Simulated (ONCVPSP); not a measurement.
Potentials for Co compared

Generated with ld1.x 7.5 (TM, RRKJ, ultrasoft, PAW), atompaw 4.2 or ONCVPSP 4.0.1. The cutoff is in Ry: for ld1.x and atompaw files where the sum of valence levels is converged to 10 mRy in a Bessel basis, for ONCV files where the hardest occupied wave has 1 mHa per electron of residual kinetic energy. The error is the largest all-electron minus pseudo excitation energy over each file’s own four to seven test configurations (ionisations up to +4, promotions, holes and added fractions of an electron), all of which were solved. The labels leave out finer settings (local radius, basis sizes, second energies), which also bear on the numbers. Spin-polarised tests are not counted. The rows are a selection from randomly drawn settings: files with unsolved tests, undetermined cutoffs or missed reference levels are left out.

A true bound ghost makes a file unfit for plane-wave use even where its test errors are small: the radial tests pick states by their node count and pass the ghost by.

| potential | cutoff (Ry) | largest error (meV) | bound ghosts |
| --- | --- | --- | --- |
| ONCV, PBE, scalar-relativistic, rc 1.15/0.80/1.75 (spd), local smoothed, core correction no, reference 3s2 3p6 3d8 4s1, qcut 12.3/9.3/10, projectors 2/2/2 | 96 | +52 | none |
| ONCV, PBE, scalar-relativistic, rc 1.65/0.90/0.85 (spd), local smoothed, core correction yes, reference 3p6 3d7 4s1, qcut 5/7.7/12, projectors 2/1/1 | 466 | -22 | s |
| ONCV, PBE, non-relativistic, rc 1.05/1.30/1.35 (spd), local smoothed, core correction yes, reference 3s2 3p6 3d7.5 4s1.5, qcut 13.5/12.8/12.2, projectors 2/2/2 | 120 | -36 | none |
| ONCV, PBEsol, scalar-relativistic, rc 1.20/1.25/1.50 (spd), local smoothed, core correction yes, reference 3s2 3p6 3d7 4s2, qcut 13.3/9.5/10, projectors 3/2/2 | 116 | +58 | none |
| ONCV, PBEsol, scalar-relativistic, rc 2.15/2.10/1.55 (spd), local d, core correction yes, reference 3d7 4s2, qcut 2.7/3.7/12.2, projectors 2/2/0 | 98 | -220 | s |
| ONCV, PBE, scalar-relativistic, rc 1.40/1.15/0.95 (spd), local smoothed, core correction yes, reference 3s2 3p6 3d7 4s2, qcut 6.6/13/17.1, projectors 2/1/2 | 212 | -6.2 | none |

**Question.** Fill in the row for Co: ONCV, revPBE, scalar-relativistic, rc 1.15/0.85/1.50 (spd), local smoothed, core correction yes, reference 3s2 3p6 3d7 4s2, qcut 11.7/9.4/12.6, projectors 2/2/2.

**Answer.** cutoff 106 Ry, largest error +10 meV, bound ghosts: none.

**Question.** Fill in the row for Co: ONCV, PBE, non-relativistic, rc 1.10/1.20/1.10 (spd), local d, core correction yes, reference 3s2 3p6 3d6, qcut 8.5/13/14.9, projectors 3/3/0.

**Answer.** cutoff 161 Ry, largest error -39 meV, bound ghosts: none.

**Question.** Fill in the row for Co: ONCV, PBE, scalar-relativistic, rc 1.35/1.20/1.80 (spd), local smoothed, core correction no, reference 3s2 3p6 3d7 4s1.5 4p0.5, qcut 8.5/10.1/9.7, projectors 2/2/2.

**Answer.** cutoff 74 Ry, largest error -269 meV, bound ghosts: none.
